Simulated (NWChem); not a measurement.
Species: Si2H5O cation

```xyz
8

Si     0.0035     1.6919    -0.0005
O      0.0286     0.1283    -0.0052
Si     0.0000    -1.6245    -0.0001
H     -1.3010     2.3811     0.0072
H      1.2877     2.4176    -0.0047
H      1.0739    -2.0048     0.9450
H     -1.3625    -1.9821     0.4549
H      0.2795    -1.9783    -1.4105
```
Atoms are numbered in this order, from 1.

All runs: NWChem. Pople sets run with spherical d functions. Coordinates come from a PBE0/def2-SVP optimisation. B3LYP is NWChem's, with the RPA form of VWN correlation. GIAO values for the isolated, static molecule; σ is the absolute isotropic shielding, δ = σ(reference) − σ with the isolated reference molecule computed at the same levels (1H: tetramethylsilane, 17O: water, 29Si: tetramethylsilane).

```json
[
 {"level": "B3LYP/6-311G**", "δ Si1 (ppm)": "114.5", "δ O2 (ppm)": "213.2", "δ Si3 (ppm)": "2.3", "δ H4 (ppm)": "6.92", "δ H5 (ppm)": "6.92", "δ H6 (rotor mean) (ppm)": "5.94", "relative time": "4"},
 {"level": "Hartree-Fock/6-31G*", "δ Si1 (ppm)": "99.0", "δ O2 (ppm)": "121.3", "δ Si3 (ppm)": "5.1", "δ H4 (ppm)": "6.86", "δ H5 (ppm)": "6.86", "δ H6 (rotor mean) (ppm)": "5.69", "relative time": "1"},
 {"level": "KT2/pcSseg-1", "δ Si1 (ppm)": "117.0", "δ O2 (ppm)": "224.1", "δ Si3 (ppm)": "17.6", "δ H4 (ppm)": "6.82", "δ H5 (ppm)": "6.83", "δ H6 (rotor mean) (ppm)": "5.96", "relative time": "2"}
]
```

Relative times are rough (shared machine, one core).
